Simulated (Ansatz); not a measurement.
System: BN, net charge 0, triplet state. 
Geometry from a B3LYP-D3(BJ)/def2-TZVP (Ansatz, a quantum-chemistry and plane-wave program) optimisation:
```
B
N 1 1.3180
```
Charge 0, spin multiplicity 3.

Basis-set convergence of Hartree-Fock and CCSD correlation energies (hartree) with Ansatz. Valence correlation only, unless marked. Open shells are spin-unrestricted. Spin-orbit coupling is left out. No relativistic terms.

```json
[
 {"basis": "aug-cc-pVDZ", "functions": "46", "E(HF)": "-79.00206", "E(corr, CCSD)": "-0.20521"},
 {"basis": "aug-cc-pVTZ", "functions": "92", "E(HF)": "-79.01634", "E(corr, CCSD)": "-0.24176"},
 {"basis": "aug-cc-pVQZ", "functions": "160", "E(HF)": "-79.02090", "E(corr, CCSD)": "-0.25351"}
]
```

Extrapolating the two largest sets (X = 3 and 4) as X^-3: E(corr) = (64·(-0.25351) - 27·(-0.24176))/37 = -0.2621 Eh, an estimate of the basis-set limit. The largest set recovers 96.7 % of it, the smallest 78.3 %.
